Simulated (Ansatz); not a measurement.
Mulliken charges of `F[SiH]([GaH2])[SeH]` from PBE/def2-TZVPP in Ansatz (PBE0-D4/def2-TZVP geometry).

```csv
atom,x (Å),y (Å),z (Å),charge (e)
F1,-1.553,-1.646,0.480,-0.263
Si2,-0.240,-0.750,0.708,0.399
Ga3,-0.348,1.494,-0.113,0.080
Se4,1.536,-1.503,-0.517,-0.161
H5,0.212,-0.992,2.102,-0.070
H6,-0.864,1.717,-1.579,-0.028
H7,0.265,2.681,0.708,-0.034
H8,0.992,-1.000,-1.788,0.077
```

Task: By hand: the dipole of these point charges (1 e Å = 4.8032 D).

Result: Σ q r = (0.114, 0.348, -0.034) e Å, of length 0.368 e Å = 1.77 D.

Task: How does the dipole of the full density compare? (Estimate.)

Result: Computed: (0.037, 0.180, 0.000) e Å, 0.88 D; the point charges give 2.01 times that, at 8° from its direction.

Point charges leave out the atoms' own dipoles, such as those of lone pairs, and Mulliken's split depends on the basis, so the two needn't agree.
